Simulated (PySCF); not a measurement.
Cl2H2S2Zr, SMILES [SH][Zr]([SH])([Cl])[Cl], multiplicity 1. Geometry optimised at r2SCAN-D4/def2-SVP. The spin state was assumed, not searched. The def2 effective core potentials stand for the cores of Zr; spin–orbit coupling is left out. One conformer was computed; it need not be the lowest.

Computed equilibrium geometry at r2SCAN-D4/def2-SVP (PySCF confirms it by a frequency run) as bond lengths and angles (one conformer of several):
Atoms: Zr1 Cl2 Cl3 S4 H5 S6 H7. Bond lengths (Å): Zr1–Cl2 2.345, Zr1–Cl3 2.341, Zr1–S4 2.419, Zr1–S6 2.425, S4–H5 1.358, S6–H7 1.358. Bond angles (°): Cl2–Zr1–Cl3 112.5, Cl2–Zr1–S4 111.1, Cl2–Zr1–S6 108.4, Cl3–Zr1–S4 110.3, Cl3–Zr1–S6 110.0, S4–Zr1–S6 104.2, Zr1–S4–H5 89.1, Zr1–S6–H7 91.1.
Charge 0, spin multiplicity 1.
